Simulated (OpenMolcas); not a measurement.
**Pt2+ in Cs2NaYCl6**

Pt2+ with its 6 nearest chloride ions at 2.581 Å, on the Y site of Cs2NaYCl6 (a = 10.7396 Å, distance in the model lattice 2.619 Å). The rest of the host is ab initio model potentials to 7.6 Å, with orthogonalisation functions on the cations behind the ligands, and point charges beyond; the distance is set by hand and nothing relaxes, and no local charge compensation is placed. Ligand basis ANO-RCC-VDZP.
```
Pt    0.0000    0.0000    0.0000
Cl    2.5810    0.0000    0.0000
Cl    0.0000    2.5810    0.0000
Cl   -2.5810    0.0000    0.0000
Cl    0.0000   -2.5810    0.0000
Cl    0.0000    0.0000    2.5810
Cl    0.0000    0.0000   -2.5810
```

```yaml
Program: OpenMolcas
Method: "SS-CASPT2, IPEA 0.25 Eh, imaginary shift 0.1 Eh (closed shells correlated: 5s 5p and the ligand valence shells)"
Basis: ANO-RCC-VTZP [8s7p5d3f1g]
Scalar_Hamiltonian: DKH2, point nucleus
Active_space: 8 electrons in 5 orbitals (5d)
State_averaging: 2S+1 = 3 even, 10 roots; 2S+1 = 1 even, 15 roots
Spin-orbit_coupling: RASSI with atomic mean-field integrals over the reference wave functions
```

The lowest spin-free states (labels of O, the rotations of Oh), above the lowest:

```json
{"State": "3A2", "Degeneracy": "1", "E (cm-1)": "0"}
{"State": "1E", "Degeneracy": "2", "E (cm-1)": "5870"}
{"State": "1A1", "Degeneracy": "1", "E (cm-1)": "12600"}
{"State": "3T2", "Degeneracy": "3", "E (cm-1)": "14370"}
{"State": "3T1", "Degeneracy": "3", "E (cm-1)": "19450"}
{"State": "1T2", "Degeneracy": "3", "E (cm-1)": "21210"}
{"State": "1T1", "Degeneracy": "3", "E (cm-1)": "23860"}
{"State": "3T1", "Degeneracy": "3", "E (cm-1)": "29920"}
{"State": "1T2", "Degeneracy": "3", "E (cm-1)": "38300"}
{"State": "1E", "Degeneracy": "2", "E (cm-1)": "38330"}
{"State": "1A1", "Degeneracy": "1", "E (cm-1)": "51600"}
```

The lowest levels with spin-orbit coupling:

```tsv
E (cm-1)	Degeneracy	Label	2S+1
0	3	T2	3
5110	2	E	1 (80 %)
11260	1	A1	1 (62 %)
12570	3	T1	3
12680	2	E	3
15890	3	T2	3 (77 %)
19180	1	A2	3
21120	1	A1	3 (64 %)
22040	3	T1	3
22240	3	T2	1 (51 %)
24530	3	T2	3
26280	2	E	3 (79 %)
27690	3	T1	1 (86 %)
31490	1	A1	3 (83 %)
33890	3	T1	3
34040	2	E	3
35390	3	T2	3 (60 %)
43230	2	E	1 (87 %)
43420	3	T2	1 (81 %)
58290	1	A1	1 (85 %)
```

Powder χT (cm3 K/mol): 1.69 at 2 K, 1.69 at 10 K, 1.7 at 50 K, 1.7 at 100 K, 1.71 at 200 K, 1.72 at 300 K. The effective moment at 300 K is 2.828 √(χT) = 3.71 μB.

The lowest level has 2S+1 = 3, for which the spin-only value is χT = S(S+1) / 2 = 1.000 cm3 K/mol (g = 2). The computed 1.723 at 300 K differs by +0.723, through orbital momentum, spin-orbit coupling and any other state in reach.

Roots that are degenerate in the reference are averaged as groups; the widest CASPT2 spread within a group is 32 cm-1 (the 3-fold group of multiplicity 1 near 38300 cm-1 above the lowest state of its run). Shifts and gaps below about the spread of the groups concerned are not significant. Over all roots computed the reference weight is 0.65 to 0.66; a low but even weight reflects the number of correlated electrons. Real 4d8 and 5d8 ions are as a rule square planar and diamagnetic. The least metal-like active orbital is 84 % on the metal (Löwdin) and no ligand orbital is active, so the numbers are rough. Ligand-to-metal charge-transfer states are missing. These CASPT2 states fit no ligand-field parameters well, so their order and spin gaps are uncertain. With no ligand orbital active B as a rule stays too high, so bands that hang on it stand too high and its fall with covalency is understated. With one d shell and no ligand orbital active, 10Dq can be off by a tenth or more. No measured value stands beside these numbers; the geometry was set by hand and not optimised.

The CASPT2 steps took 3.5 min on 1 thread of Arm Neoverse V2, on a shared host; the integral step is not counted.
